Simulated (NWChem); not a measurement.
System: AlH$_{3}$S; SMILES [AlH2][SH]

Results from NWChem. Medium grid unless said otherwise, to which SCAN and Minnesota functionals are sensitive. Structure relaxed at the PBE0/def2-SVP level. Hybrids' shares of exact exchange are those that their runs print; pure functionals count as 0. The functionals differ in more than this share.

| row | share of exact exchange | orbital gap (eV) |
|---|---|---|
| PBE/def2-SVP | 0.00 | 4.49 |
| TPSS/def2-SVP | 0.00 | 4.76 |
| B3LYP/def2-SVP | 0.20 | 5.93 |
| B3PW91/def2-SVP | 0.20 | 6.07 |
| M06/def2-SVP | 0.27 | 6.30 |
| BHandHLYP/def2-SVP | 0.50 | withheld |
| Hartree-Fock/def2-SVP | 1.00 | 11.85 |

### Question
Fit a straight line of the last column on the one before it, predict the withheld value, and compare with the run.

### Answer

1. Means of the 6 shown rows: x = 0.278, y = 6.567. Slope Σ(x − x̄)(y − ȳ)/Σ(x − x̄)² = 4.985/0.6881 = 7.244; intercept 4.550.
2. The shown rows scatter about the line by 0.131 (root mean square); the largest residual is +0.21, at TPSS/def2-SVP.
3. At x = 0.50 (BHandHLYP/def2-SVP; inside the shown range) the line gives 8.17.
4. The run gives 8.18, +0.01 from the line, 0.1 times the scatter.
